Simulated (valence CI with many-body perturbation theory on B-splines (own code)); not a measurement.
## Cu6+: calculation against measured levels

Calculated by valence CI with perturbative core correlation (CI+MBPT): five valence electrons over a frozen Dirac-Fock core [Ar], a basis of 7 s, 7 p, 8 d, 6 f, 4 g, 1 h functions for each j, with the one-electron correlation potential Σ1, the two-electron term Σ2, the three-electron term Σ3, Breit, model QED; selected CI, second order for the rest, scaled by the run's own slope (own B-spline code, finite nucleus).

Against 36 measured levels this calculation errs by 876 cm⁻¹ on average and by 2342 at most. These come from a selection out of Gamrath, thesis, University of Mons (2023). Levels without a partner in it may be off by more, other configurations by 1,000 to 8,000 cm⁻¹. Among the levels kept, up to 1700 cm⁻¹ of a level comes from second order outside the variational space, and about a tenth of that is noise between levels of different J, which matters for small intervals. The list stops below the first excitations out of the core. Only levels of the ground parity were solved; by the run's estimate the other parity begins above the list, which can be wrong where configurations are misplaced.

Measured levels: measured levels as listed in Gamrath, thesis, University of Mons (2023). Pairs share parity and J, and are chosen by configuration, term and nearness in energy; levels without a clear partner are left out. Energies in cm⁻¹ above the measured ground level. The last column is blank where CI alone has no clear partner.

Names give the largest LS component (configuration and term), which can be under half, so a name can repeat, a term be missing and a line seem to break the LS rules; names also repeat where a configuration has a term twice. Letters in brackets count levels of one name in rising energy.

| Computed label | Label in the source | Measured | Computed | Difference | CI alone, difference |
| --- | --- | --- | --- | --- | --- |
| 3d5 6S_5/2 | 3d5 6S | 0 | 0.0 | 0 | 0 |
| 3d5 4G_11/2 | 3d5 4G | 46442.7 | 45263.8 | -1179 | +701 |
| 3d5 4G_5/2 | 3d5 4G | 46515.3 | 45329.4 | -1186 | +418 |
| 3d5 4G_9/2 | 3d5 4G | 46575 | 45391.1 | -1184 | +565 |
| 3d5 4G_7/2 | 3d5 4G | 46578.2 | 45394.4 | -1184 | +480 |
| 3d5 4P_5/2 | 3d5 4P | 50731.7 | 50647.0 | -85 | +816 |
| 3d5 4P_3/2 | 3d5 4P | 51066.6 | 50988.1 | -78 | +734 |
| 3d5 4P_1/2 | 3d5 4P | 51406.6 | 51363.7 | -43 | +670 |
| 3d5 4D_7/2 | 3d5 4D | 55742.2 | 55175.5 | -567 | +1423 |
| 3d5 4D_1/2 | 3d5 4D | 56209.9 | 55658.8 | -551 | +1226 |
| 3d5 4D_5/2 | 3d5 4D | 56427.2 | 55908.4 | -519 | +1220 |
| 3d5 4D_3/2 | 3d5 4D | 56428.5 | 55902.9 | -526 | +1189 |
| 3d5 2I_11/2 | 3d5 2I | 67757.3 | 65432.9 | -2324 | +258 |
| 3d5 2I_13/2 | 3d5 2I | 67917.9 | 65576.0 | -2342 | +388 |
| 3d5 2D_5/2 [a] | 3d5 | 70875.6 | 70376.9 | -499 | +1397 |
| 3d5 2D_3/2 [a] | 3d5 2D | 72226.8 | 71753.3 | -473 | +1426 |
| 3d5 2F_7/2 [a] | 3d5 2F | 74407.6 | 73717.6 | -690 | +1268 |
| 3d5 4F_9/2 | 3d5 4F | 75930.5 | 75163.2 | -767 | +480 |
| 3d5 4F_5/2 | 3d5 4F | 76019 | 75294.3 | -725 | +463 |
| 3d5 4F_7/2 | 3d5 4F | 76349.1 | 75602.3 | -747 | +255 |
| 3d5 4F_3/2 | 3d5 4F | 76886 | 76151.2 | -735 | +289 |
| 3d5 2F_5/2 [a] | 3d5 | 77529.3 | 76841.4 | -688 | +580 |
| 3d5 2H_9/2 | 3d5 2H | 80717 | 79223.9 | -1493 | +408 |
| 3d5 2H_11/2 | 3d5 2H | 81954.4 | 80344.9 | -1610 | +86 |
| 3d5 2G_7/2 [a] | 3d5 2G | 82745.5 | 81393.8 | -1352 | +1555 |
| 3d5 2G_9/2 [a] | 3d5 2G | 83910.4 | 82475.7 | -1435 | +1107 |
| 3d5 2F_5/2 [b] | 3d5 2F | 87979.2 | 86966.5 | -1013 | +2064 |
| 3d5 2F_7/2 [b] | 3d5 2F | 88279.7 | 87266.2 | -1013 | +1824 |
| 3d5 2S_1/2 | 3d5 2S | 95875.4 | 95434.9 | -440 | +2828 |
| 3d5 2D_3/2 [b] | 3d5 2D | 106957 | 106400.5 | -556 | +1573 |
| 3d5 2D_5/2 [b] | 3d5 | 107130.6 | 106544.4 | -586 | +1556 |
| 3d5 2G_9/2 [b] | 3d5 2G | 119534 | 118215.4 | -1319 | +1060 |
| 3d5 2G_7/2 [b] | 3d5 2G | 119605.4 | 118278.0 | -1327 | +1000 |
| 3d5 2P_3/2 | 3d5 2P | 143933.7 | 143326.1 | -608 | +2246 |
| 3d5 2P_1/2 | 3d5 2P | 144077.2 | 143461.2 | -616 | +2255 |
| 3d5 2D_5/2 [c] | 3d5 | 156224.4 | 155706.7 | -518 | +934 |
| 3d5 2D_3/2 [c] | 3d5 2D | 156373.6 | 155830.9 | -543 | +873 |

Over 36 excited levels the mean absolute difference is 876 cm⁻¹, the median 707 and the largest 2342. For the 36 levels that pair on every rung the mean is CI alone 1045, + Σ1 1790, + Σ2 574, + Σ3 829, + Breit 880, + QED 876. The comparison draws on a selection of the measured levels: 37 of the 46 computed ones have a partner in it, and others may be off by more.
